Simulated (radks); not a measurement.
Task: Coherent X-ray form factor from a spherical all-electron density. Method: Dirac Kohn-Sham, exchange-only LDA, spin-unpolarised, spherical densities, point nucleus; computed with a radial shooting solver on a logarithmic mesh with Libxc functionals.

sin(theta)/lambda (1/angstrom),f0 (electrons)
0.05,37.540
0.1,36.253
0.15,34.375
0.2,32.192
0.25,29.948
0.3,27.812
0.4,24.163
0.5,21.354
0.6,19.129
0.8,15.491
1,12.414
1.25,9.453
1.5,7.540
2,5.689

The species is in the configuration that NIST lists as its ground one. Which atom or ion scatters so?

Result: The niobium ion Nb3+, [Kr] 4d2. Extrapolating in s^2 from the first two rows gives f0(0) = 38.0, near the electron count 38; among species with that count, the fall with angle is slower the higher Z, and the table is that of Z = 41; from so few rows the species is fixed only to a neighbour or two.
